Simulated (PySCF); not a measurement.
# One molecule, several mistakes: BC2H6Si

Calculated results; nothing here was measured. The program is PySCF 2.14.0, an open-source quantum chemistry code, run on an isolated molecule that a program drew, which may never have been made. The molecule is BC2H6Si (charge 0, doublet), drawn as the SMILES string `[BH]C(C)=[SiH2]`.

Each row is a Hartree-Fock (HF) and frozen-core CCSD(T) single point in the cc-pV(D+d)Z basis, meant for a local HF minimum. Run 1 is clean. Each other run has one planted mistake out of seven kinds, and not every kind appears here: one electron removed, one electron added, multiplicity raised by two, geometry at a saddle point, minimal basis STO-3G, one bond length entered in bohr, all coordinates scaled. The reference is restricted for singlets and unrestricted otherwise, and also for a bond in bohr. Adding or removing an electron swaps singlet and doublet. Electrons count all cores. HOMO and LUMO are orbital energies over both spins, the gradient is its largest component, and the lowest frequency (negative if imaginary) is given only where the gradient is small. Bond lengths are over the 9 bonds as drawn. T1 is the CCSD diagnostic: over 0.02 (restricted) or 0.045 (unrestricted) a single reference is doubtful.

Geometry of the clean run:
```xyz
10
BC2H6Si, angstrom
B     0.1586    1.0860    0.7044
C     0.5953    0.5939   -0.5008
C    -0.0161   -0.0977   -1.7025
Si    2.4263    0.9833   -0.4184
H    -0.1257    1.5333    1.7543
H     0.1440    0.4832   -2.6138
H     0.4322   -1.0815   -1.8597
H    -1.0909   -0.2356   -1.5780
H     2.8805    1.9243   -1.4724
H     3.2915   -0.2223   -0.4436
```

| run | electrons | basis functions | <S^2> | HOMO (eV) | LUMO (eV) | gradient (hartree/bohr) | lowest frequency (cm^-1) | mean bond (Å) | longest bond (Å) | T1 | HF (hartree) | CCSD(T) (hartree) | mistake |
|---|---|---|---|---|---|---|---|---|---|---|---|---|---|
| 1 | 37 | 95 | 0.755 | -8.74 | 1.16 | 2.7e-05 | 150 | 1.3536 | 1.874 | 0.0149 | -392.75623 | -393.26537 | no fault |
| 2 | 38 | 95 | 0.000 | -0.64 | 7.63 | 5.3e-02 | - | 1.3536 | 1.874 | 0.0228 | -392.74085 | -393.29087 | one electron added |
| 3 | 37 | 95 | 3.771 | -5.85 | 0.29 | 1.0e-01 | - | 1.3536 | 1.874 | 0.0167 | -392.65810 | -393.13545 | ? |
| 4 | 37 | 30 | 0.811 | -6.41 | 5.83 | 5.2e-02 | - | 1.3536 | 1.874 | 0.0233 | -388.14037 | -388.38828 | ? |

**Which mistake was planted in run 3, and what did it cost?**

Electrons, basis and geometry are unchanged, and <S^2> is 3.771, beside S(S+1) = 3.75 for a multiplicity of 4. So the mistake is: multiplicity raised by two. Subtracting run 1 and multiplying by 627.51 kcal/mol a hartree, the energy moved by 61.6 kcal/mol in HF and 81.5 kcal/mol in CCSD(T).

**Which mistake was planted in run 4, and what did it cost?**

It has 30 basis functions where the clean run has 95, with the same electrons and geometry. So the mistake is: minimal basis STO-3G. Subtracting run 1 and multiplying by 627.51 kcal/mol a hartree, the energy moved by 2896.5 kcal/mol in HF and 3060.4 kcal/mol in CCSD(T).

Cautions from the logs. Run 2: T1 is over the limit, so its CCSD(T) energy is less reliable.
